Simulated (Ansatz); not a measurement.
One change: `CC(C)[O][Mg][OH]` becomes `CC(C)[O][GaH2]`.

Ansatz, PBE0-D4/def2-TZVP geometries, multiplicity 1. Each molecule was computed in one conformer, which needn't be the lowest.

Scalar relativity is left out up to krypton.

```tsv
property	`CC(C)[O][Mg][OH]`
LUMO energy (ωB97M-V/def2-TZVPP) / eV	0.22
HOMO energy (B3LYP/def2-TZVPP) / eV	-6.90
size of the dipole moment (B3LYP/def2-TZVPP) / D	0.72
HOMO–LUMO gap (ωB97M-V/def2-TZVPP) / eV	9.75
HOMO energy (PBE/def2-TZVPP) / eV	-5.66
size of the dipole moment (ωB97M-V/def2-TZVPP) / D	0.72
```

(1) What does the change do to each property? (An estimate is asked.)

Results:

(1) Computed: 
| property | `CC(C)[O][GaH2]` | shift |
| --- | --- | --- |
| LUMO energy (ωB97M-V/def2-TZVPP) / eV | 0.53 | 0.31 |
| HOMO energy (B3LYP/def2-TZVPP) / eV | -7.51 | -0.61 |
| size of the dipole moment (B3LYP/def2-TZVPP) / D | 1.14 | 0.42 |
| HOMO–LUMO gap (ωB97M-V/def2-TZVPP) / eV | 10.55 | 0.80 |
| HOMO energy (PBE/def2-TZVPP) / eV | -6.32 | -0.66 |
| size of the dipole moment (ωB97M-V/def2-TZVPP) / D | 1.15 | 0.43 |

With PBE0 the HOMO falls by 0.61 eV and the LUMO falls by 0.13 eV, so the gap widens by about 0.48 eV. PBE moves the HOMO by -0.66 eV and ωB97M-V by -0.50 eV. Dipoles are sizes alone; their direction can turn.

Positive LUMOs are unbound, so they and the gaps depend on the basis.

B3LYP here is the variant with VWN-RPA as its local correlation; programs differ in this.
